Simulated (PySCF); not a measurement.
# Electron correlation in N²⁺ (nitrogen, charge +2)

[He] 2s2 2p1, 2P determinant. All numbers are calculated (PySCF 2.14, the non-relativistic Hamiltonian (point nucleus), in 6-31G* (3s2p1d, 14 functions)). Frozen: 1s2; 3 electrons correlated.

MP2 pair energies summed by pair of shells (mhartree):

```tsv
pair	energy	share (%)
2s-2s	-29.56	65.0
2s-2p	-15.94	35.0
```

Total MP2 correlation energy: -45.50 mhartree.

Same-spin part -2.27 and opposite-spin part -43.23 mhartree; SCS-MP2 scales them by 1/3 and 6/5 to -52.63 mhartree.

| level | correlation energy (mhartree) |
| --- | --- |
| CCSD | -74.22 |
| (T) | -0.53 |
| CCSD(T) | -74.75 |

Diagnostics: T1 = 0.0066, D1 = 0.0123, largest double amplitude 0.139.

Is a single reference adequate?

Mostly. T1 lies below 0.03, but a double amplitude of this size points to a near-degeneracy that CCSD handles and MP2 describes poorly.
